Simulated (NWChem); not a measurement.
SiH₃Br; SMILES [SiH3]Br

```xyz
5

Si     0.0000     0.0000    -1.4171
Br     0.0000     0.0000     0.8093
H      0.9974     0.9974    -1.8938
H     -1.3624     0.3651    -1.8938
H      0.3651    -1.3624    -1.8938
```
Atoms are numbered in this order, from 1.

Computed with NWChem. All runs use the structure optimised with PBE0/def2-SVP. Vertical excitations in the gas phase; the lowest state need not have the same character in each row.

```json
[
 {"level": "PBE/def2-SVPD, full TDDFT", "lowest excitation, singlet (eV)": "5.98", "oscillator strength of that lowest state": "0.016", "orbital gap (eV)": "5.82"},
 {"level": "B3LYP/def2-SVPD, full TDDFT", "lowest excitation, singlet (eV)": "6.34", "oscillator strength of that lowest state": "0.018", "orbital gap (eV)": "7.44"},
 {"level": "Hartree-Fock/def2-SVPD, TDHF", "lowest excitation, singlet (eV)": "7.74", "oscillator strength of that lowest state": "0.026", "orbital gap (eV)": "13.52"},
 {"level": "CAM-B3LYP/def2-SVPD, full TDDFT", "lowest excitation, singlet (eV)": "6.65", "oscillator strength of that lowest state": "0.020", "orbital gap (eV)": "10.16"}
]
```
